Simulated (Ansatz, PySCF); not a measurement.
This Ansatz (a quantum-chemistry and plane-wave program) input computes a BLYP/def2-TZVPD energy:

Ansatz 0.2 input:
```yaml
crystal:
  periodic: [false, false, false]
  atoms:
    - {symbol: O, position_ang: [-0.00000000, -0.00000000, -1.26121009]}
    - {symbol: B, position_ang: [0.00000000, 0.00000000, 0.00000000]}
    - {symbol: O, position_ang: [0.00000000, 0.00000000, 1.26121009]}
basis:
  gaussian:
    orbitals: def2-TZVPD
hamiltonian:
  xc: {name: BLYP}
magnetization: {spin_polarized: true, initial_magnetization: 1}
output: {forces: true}
```

Question: Write an input for the same energy in PySCF and say what it gives.

Answer: 
```python
from pyscf import gto, scf, dft

mol = gto.M(
    atom='''
    O    -0.00000000   -0.00000000   -1.26121009
    B     0.00000000    0.00000000    0.00000000
    O     0.00000000    0.00000000    1.26121009
    ''',
    basis='def2-tzvpd',
    charge=0,
    spin=1,
    symmetry='D2h',
    verbose=4,
)

mf = dft.UKS(mol, xc='blyp').density_fit(auxbasis='def2-universal-jkfit')
mf.grids.level = 3
mf.conv_tol = 1e-9
mf.max_cycle = 100
mf.max_memory = 1500
mf.kernel()
if not mf.converged:
    mf = mf.newton()
    mf.kernel(mf.make_rdm1())
mf.analyze()
```
It gives -175.36846 Eh, and Ansatz -175.36844 Eh, a difference of 0.02 mEh, from the treatment of integrals and grids.

It need not be the lowest isomer of its formula.
